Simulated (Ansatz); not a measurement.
Cl2Zn, charge +1, doublet, geometry from GFN2-xTB of the parent state (such geometries of metal compounds can be far from the true shape) (a state made from the parent by changing its charge; the spin is typed, not shown lowest); PBE0/pcseg-1 in Ansatz (a first-principles code).

The Ansatz input:
Ansatz 0.2 input:
```yaml
crystal:
  periodic: [false, false, false]
  atoms:
    - {symbol: Zn, position_ang: [0.10825094, 0.38059368, 0.21210131]}
    - {symbol: Cl, position_ang: [1.30904056, -0.00597581, -1.49586408]}
    - {symbol: Cl, position_ang: [-1.50007163, -0.66566009, 1.12156766]}
basis:
  gaussian:
    orbitals: pcseg-1.json
hamiltonian:
  xc: pbe0
total_charge: 1
magnetization: {spin_polarized: true, initial_magnetization: 1}
```
The basis file holds pcseg-1 in the JSON format of the Basis Set Exchange.

**Question.** Predict the main parts of the log of this Ansatz run.

**Answer.** 
```
Functional definition: PBE0
689 factors; integrals over basis functions are off by at most 7.4e-4 eV
mean field evaluation 1: about -73427.7771 eV, gradient 4.1e1 eV
mean field evaluation 2: about -73416.7904 eV, gradient 6.3e1 eV
mean field evaluation 4: about -73435.1037 eV, gradient 2.0e0 eV
mean field evaluation 8: about -73435.2279 eV, gradient 2.1e-1 eV
mean field evaluation 16: about -73435.2311 eV, gradient 1.1e-3 eV
mean field evaluation 32: about -73435.2311 eV, gradient 7.5e-6 eV
mean field -73435.23107917 eV, -2698.6949659720 hartree, gradient 3.4e-6 eV, S^2 0.755867; 4 other end points of the search recorded, 0 dependent functions left out
reference -73435.23110272 eV, -2698.6949668376 hartree; 32, 31 occupied and 35, 36 virtual orbitals, 689 factors
Total energy: -73435.23110272 eV, -2698.6949668376 hartree
```
